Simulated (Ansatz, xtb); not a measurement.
## Ranking isomers of C5H6BNO

8 gas-phase structures of C5H6BNO, from a drawn sample of its isomers (lower ones may exist). Each was relaxed with GFN2-xTB; where two conformers were screened, the lower at r2SCAN-D4/def2-SVP is listed:

A. `NC1=CC(C=O)=CB1`, a singlet
B. `NC1=C(C=O)BC=C1`, a singlet
C. `NC1=C(C=O)C=CB1`, a singlet
D. `NC1=CC=C(C=O)B1`, a singlet
E. `NB1C=CC=C1C=O`, a singlet
F. `NC1=CBC(C=O)=C1`, a singlet
G. `NB1C=CC(C=O)=C1`, a singlet
H. `NC1=CBC=C1C=O`, a singlet

Question: Estimate their order in r2SCAN-D4/def2-SVP energy at these geometries, lowest first.

Answer: Calculated order at r2SCAN-D4/def2-SVP: E (0.0), G (20.9), B (94.3), H (123.9), C (127.7), F (157.4), D (165.6), A (198.6) kJ/mol. Less than 1 kcal/mol parts H and C, so the order within that pair means little.

Energies above the lowest of each column, in kJ/mol; the last columns are at B3LYP-D3(BJ)/def2-SVP geometries and were run for some of them only (a dash: not run or not comparable):

```json
{"structure": "E", "GFN2-xTB": "0.0", "HF/STO-3G": "0.0", "r2SCAN-D4/def2-SVP": "0.0", "B3LYP-D3(BJ)/def2-SVP": "0.0", "CCSD(T)/def2-SVP + ΔMP2/def2-TZVPP": "0.0"}
{"structure": "G", "GFN2-xTB": "18.4", "HF/STO-3G": "3.9", "r2SCAN-D4/def2-SVP": "20.9", "B3LYP-D3(BJ)/def2-SVP": "20.1", "CCSD(T)/def2-SVP + ΔMP2/def2-TZVPP": "12.9"}
{"structure": "B", "GFN2-xTB": "32.8", "HF/STO-3G": "140.8", "r2SCAN-D4/def2-SVP": "94.3", "B3LYP-D3(BJ)/def2-SVP": "97.0", "CCSD(T)/def2-SVP + ΔMP2/def2-TZVPP": "112.5"}
{"structure": "H", "GFN2-xTB": "63.1", "HF/STO-3G": "161.4", "r2SCAN-D4/def2-SVP": "123.9", "B3LYP-D3(BJ)/def2-SVP": "–", "CCSD(T)/def2-SVP + ΔMP2/def2-TZVPP": "–"}
{"structure": "C", "GFN2-xTB": "53.3", "HF/STO-3G": "185.4", "r2SCAN-D4/def2-SVP": "127.7", "B3LYP-D3(BJ)/def2-SVP": "–", "CCSD(T)/def2-SVP + ΔMP2/def2-TZVPP": "–"}
{"structure": "F", "GFN2-xTB": "83.9", "HF/STO-3G": "177.0", "r2SCAN-D4/def2-SVP": "157.4", "B3LYP-D3(BJ)/def2-SVP": "–", "CCSD(T)/def2-SVP + ΔMP2/def2-TZVPP": "–"}
{"structure": "D", "GFN2-xTB": "85.3", "HF/STO-3G": "205.3", "r2SCAN-D4/def2-SVP": "165.6", "B3LYP-D3(BJ)/def2-SVP": "–", "CCSD(T)/def2-SVP + ΔMP2/def2-TZVPP": "–"}
{"structure": "A", "GFN2-xTB": "110.8", "HF/STO-3G": "207.6", "r2SCAN-D4/def2-SVP": "198.6", "B3LYP-D3(BJ)/def2-SVP": "–", "CCSD(T)/def2-SVP + ΔMP2/def2-TZVPP": "–"}
```

Every level run on E puts it lowest or level with the lowest. Flexible structures stand in one conformer each, not always the lowest. Frequencies (GFN2-xTB) were run for B, E, G alone. ΔMP2 is the change of the MP2 energy from the smaller to the larger basis.

Over these structures GFN2-xTB departs from r2SCAN-D4/def2-SVP by 26.9 kJ/mol on average once a common shift is removed. A GFN2-xTB relaxation took about 0.15 s and the r2SCAN-D4/def2-SVP energy about 2.9 s on a shared host (Ansatz 0.2.0, xtb 6.7.1).
